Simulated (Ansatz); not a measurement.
Basis sets compared for the cluster Tl₂H⁺. The state is a singlet with charge 1. Geometry PBE0-D4/def2-TZVP. Ansatz on 4 threads of Arm Neoverse V1 on a shared host; times are rough, and most runs start from earlier orbitals.

```xyz
3

Tl   -0.5014   -2.0646    0.2029
Tl    0.5017    2.0645   -0.2020
H    -0.0003    0.0001   -0.0009
```

In the def2 sets Tl takes a core potential; there is no spin–orbit coupling. The structure comes from a short search, and lower isomers may exist.

| level | functions | energy (Eh) | HOMO (eV) | LUMO (eV) | wall time |
| --- | --- | --- | --- | --- | --- |
| PBE-D4/def2-SVP | 57 | -345.5153 | -9.94 | -6.76 | 0.45 s |
| PBE0-D4/def2-SVP | 57 | -345.4417 | -10.78 | -6.03 | 0.65 s |

Estimate the rows for PBE-D4/def2-TZVP, PBE0-D4/def2-TZVP.


| level | functions | energy (Eh) | HOMO (eV) | LUMO (eV) | wall time |
| --- | --- | --- | --- | --- | --- |
| PBE-D4/def2-TZVP | 106 | -345.5273 | -9.96 | -6.78 | 0.7 s |
| PBE0-D4/def2-TZVP | 106 | -345.4504 | -10.80 | -6.04 | 1.2 s |
